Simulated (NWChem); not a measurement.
System: CH3BrSTe; SMILES S(C)[Te]Br

Here is an NWChem input.

```
start job
memory heap 200 mb stack 900 mb global 1100 mb
geometry units angstroms noautoz
  Te     0.859523     0.268186    -0.043677
  Br    -0.403874    -1.932357     0.076150
  S     -0.784975     1.832634     0.631792
  C     -1.748838     2.154594    -0.874541
  H     -1.115921     2.542808    -1.683186
  H     -2.492194     2.916558    -0.594968
  H     -2.271869     1.245654    -1.200443
end
basis spherical
  * library def2-svpd
end
ecp
  Te library def2-ecp
end
dft
  xc b3lyp
  iterations 150
end
tddft
  cis
  nroots 6
  notriplet
end
task tddft energy
```

Geometry: optimised at PBE0/def2-SVP. No frequency run checked for a minimum. def2 effective core potentials on Te; no spin-orbit coupling.

Vertical excitations in the gas phase.

### Question
Predict the main results of this run. (B3LYP/def2-SVPD with def2 effective core potentials on Te, TDA.) Quantities: lowest excitation, singlet (eV); oscillator strength of that lowest state; lowest state with f > 0.02, singlet (eV); oscillator strength of that bright state; orbital gap (eV).

### Answer
```
Quantity                                  Result
----------------------------------------  ------
lowest excitation, singlet (eV)             2.41
oscillator strength of that lowest state   0.001
lowest state with f > 0.02, singlet (eV)    3.84
oscillator strength of that bright state   0.050
orbital gap (eV)                            3.37
```
